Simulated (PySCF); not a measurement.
Cartesian coordinates in Å; atom numbers follow the order of the lines, from 1:
```xyz
14

C     2.858   -0.141    0.359
C     1.710    0.007    0.670
C     0.333    0.198    1.036
F     0.256    0.525    2.395
C    -0.577   -1.003    0.696
C    -1.389   -0.407   -0.472
Si   -0.722    1.354   -0.129
H     3.861   -0.275    0.083
H    -0.018   -1.902    0.434
H    -1.207   -1.226    1.556
H    -2.460   -0.574   -0.385
H    -1.075   -0.818   -1.430
H     0.028    2.023   -1.187
H    -1.598    2.239    0.631
```

[PySCF 2.14.0 with density-fitted response routines: NMR shieldings at PBE0/pcSseg-1/GIAO; geometry: GFN2-xTB; single conformer; no solvent model; non-relativistic]

δ = σ(ref) − σ, references computed at the same level: ¹³C, ¹H, ²⁹Si vs TMS; ¹⁹F against CFCl3.

```json
{"atoms": "C3", "nucleus": "¹³C", "count": "1", "δ (ppm)": "90.3"}
{"atoms": "H8", "nucleus": "¹H", "count": "1", "δ (ppm)": "2.69"}
{"atoms": "Si7", "nucleus": "²⁹Si", "count": "1", "δ (ppm)": "?"}
{"atoms": "C2", "nucleus": "¹³C", "count": "1", "δ (ppm)": "?"}
{"atoms": "H11", "nucleus": "¹H", "count": "1", "δ (ppm)": "?"}
{"atoms": "H13", "nucleus": "¹H", "count": "1", "δ (ppm)": "4.92"}
{"atoms": "H9", "nucleus": "¹H", "count": "1", "δ (ppm)": "2.96"}
{"atoms": "H10", "nucleus": "¹H", "count": "1", "δ (ppm)": "2.95"}
{"atoms": "H14", "nucleus": "¹H", "count": "1", "δ (ppm)": "5.05"}
{"atoms": "F4", "nucleus": "¹⁹F", "count": "1", "δ (ppm)": "-179.7"}
{"atoms": "C1", "nucleus": "¹³C", "count": "1", "δ (ppm)": "88.5"}
{"atoms": "H12", "nucleus": "¹H", "count": "1", "δ (ppm)": "1.40"}
{"atoms": "C6", "nucleus": "¹³C", "count": "1", "δ (ppm)": "?"}
{"atoms": "C5", "nucleus": "¹³C", "count": "1", "δ (ppm)": "41.4"}
```

Problem. Complete the table.

Solution. 
- C2: 89.0 ppm, alkyne carbon; sp carbons lie upfield of alkene carbons because the cylindrical π system leaves one tensor component strongly shielded
- C6: 1.5 ppm, sp3 CH2 bonded to Si; an electropositive neighbour leaves it electron-rich and shielded
- H11: 1.36 ppm, hydrogen on an sp3 CH2 bonded to Si
- Si7: -17.6 ppm, silicon bonded to 2 C, 2 H, in a 4-membered ring

Shifts are as computed. Against solution values, carbons near 30 ppm lie about +3 ppm off and those near 130 ppm about +5 ppm. Of 1211 compounds with measured shifts, 218 miss one by over three times the rms of a fit or turn the order of signals round; such compounds aren't used in these exercises. Unscaled 19F shifts against computed CFCl3 carry errors that often reach 10 to 50 ppm.
